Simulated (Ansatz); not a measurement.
Pulling on the Ge1–H2 bond in GeH2O (SMILES [OH][GeH]) (multiplicity 1 held, fragments rigid). Energies count from the point at 1.623 Å.
Geometry at that point (charge 0, multiplicity 1):
```json
[
 {"atom": "Ge", "x (Å)": "-0.2353", "y (Å)": "-0.2010", "z (Å)": "0.2473"},
 {"atom": "H", "x (Å)": "-1.4109", "y (Å)": "-0.0317", "z (Å)": "-0.8587"},
 {"atom": "O", "x (Å)": "1.0252", "y (Å)": "0.6808", "z (Å)": "-0.6889"},
 {"atom": "H", "x (Å)": "0.7380", "y (Å)": "1.0157", "z (Å)": "-1.5451"}
]
```

R- and RO- levels are restricted; in cc, def2 and unpolarised 6-31G sets they are followed outwards from rest. Unrestricted levels (U-) break spin symmetry where that is lower. Active spaces are followed from a long bond inwards. Curves can end on different states.

Frozen-core correlation. Filled d and f shells under p-block atoms count as core.

Run with Ansatz (Gaussian orbitals). Values without a source in brackets are computed.

Energies in eV.

| R (Å) | R-HF/cc-pVTZ | U-r2SCAN/cc-pVTZ | U-B3LYP/cc-pVTZ | R-CCSD(T)/cc-pVTZ | FIC-MRCISD+Q on CASSCF(2,2)/cc-pVTZ |
|---|---|---|---|---|---|
| 1.298 | 1.00 | 0.99 | 1.02 | 1.05 | 1.04 |
| 1.461 | 0.16 | 0.18 | 0.19 | 0.19 | 0.19 |
| 1.623 | 0.00 | 0.00 | 0.00 | 0.00 | 0.00 |
| 1.785 | 0.18 | 0.14 | 0.12 | 0.14 | 0.14 |
| 1.948 | 0.52 | 0.43 | 0.40 | 0.43 | 0.43 |
| 2.191 | 1.14 | 0.96 | 0.92 | 0.97 | 0.96 |
| 2.434 | 1.79 | 1.51 | 1.46 | 1.50 | 1.50 |
| 2.840 | 2.78 | 2.23 | 2.23 | 2.23 | 2.22 |
| 3.246 | 3.60 | 2.60 | 2.66 | 2.66 | 2.69 |
| 3.733 | 4.40 | 2.83 | 2.91 | 2.77 | 2.95 |
| 4.382 | 5.21 | 2.97 | 3.05 | 2.50 | 3.06 |
| 5.194 | 5.89 | 3.03 | 3.09 | 2.16 | 3.09 |

Doubts at one or more of the structures used: a restricted determinant that unrestricted orbitals would lower (R-HF/cc-pVTZ, R-CCSD(T)/cc-pVTZ); a spin-contaminated determinant (U-r2SCAN/cc-pVTZ, U-B3LYP/cc-pVTZ); T1 above 0.05 (R-CCSD(T)/cc-pVTZ); other coupled-cluster roots lie near (R-CCSD(T)/cc-pVTZ).

Ansatz is an electronic-structure program.
